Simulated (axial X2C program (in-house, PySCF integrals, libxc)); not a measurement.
**Curves of NdNC⁺ from open-shell CI on f3 s1 d(πδ)0**

Calculated with an axial X2C code built on PySCF integrals: two-component X2C with atomic mean-field Coulomb and Gaunt terms, basis Nd dyall-v3z, N dyall-v3z, C dyall-v3z (cores contracted in-house). Orbitals come from Hartree–Fock averaged over the configuration Nd f3 s1 d(πδ)0; CI then distributes these electrons over the f, s, d(πδ) shells of Nd.

Scan along the Nd–N bond with NC moving as one mass, its bond held at 1.170 Å; masses Nd 141.908 u, N 14.003 u, C 12.000 u. Energies in cm⁻¹ from the lowest point; levels are followed by energy order within each Ω. Lowest level at 2.164 Å: 100% f3 d(πδ)1.

```tsv
R (Å)	(1)Ω=6	(1)Ω=5	(1)Ω=4	(1)Ω=3	(1)Ω=7	(1)Ω=2	(2)Ω=6	(2)Ω=5	(1)Ω=1
2.013	3462	4063	4275	4708	4997	5308	5439	5682	5873
2.088	1280	1820	2067	2501	2820	3087	3217	3480	3640
2.164	190	680	949	1381	1736	1947	2096	2366	2483
2.251	0	442	726	1153	1552	1694	1877	2149	2209
2.337	632	1036	1327	1745	2191	2261	2486	2756	2755
2.435	2050	2416	2710	3114	3616	3602	3883	4146	4071
2.554	4414	4736	5023	5406	5990	5858	6220	6469	6292
```

Question: Fit the curves (1)Ω=6, (1)Ω=5, (1)Ω=4, (1)Ω=3, (1)Ω=7, (1)Ω=2, (2)Ω=6, (2)Ω=5, (1)Ω=1 near their minima.

Answer: From the open-shell CI curves, Te from the lowest:

```tsv
level	Te (cm⁻¹)	Re (Å)	ωe (cm⁻¹)
(1)Ω=6	0	2.224	430.8
(1)Ω=5	455	2.228	429.6
(1)Ω=4	736	2.227	428.7
(1)Ω=3	1164	2.228	427.5
(1)Ω=7	1550	2.223	431.3
(1)Ω=2	1711	2.230	425.6
(2)Ω=6	1885	2.226	430.3
(2)Ω=5	2157	2.226	429.4
(1)Ω=1	2231	2.232	423.8
```

Without dynamic correlation distances can be off by several hundredths of an Å (long for ionic bonds, short for multiple bonds) and the wavenumbers are rough.

The 9 lowest curves are shown; the next is (1)Ω=0, from 2459 cm⁻¹.

Dynamic correlation is missing, so gaps between terms are too wide and other configurations may lie lower; the lowest level listed is that of this model, not necessarily the ground state. The lowest levels belong to f3 d(πδ)1, not to the averaged configuration, so orbitals and distance suit them less well. At most 4 roots were kept for each Ω > 0 (twice that for Ω = 0) within 2.2 eV of the lowest, so higher up levels can be missing between those listed; levels with Ω > 0 are doubly degenerate and listed once, Ω = 0 levels singly. States that fill the shells left empty in the average are placed too high. The molecule was held linear; bending was not examined.
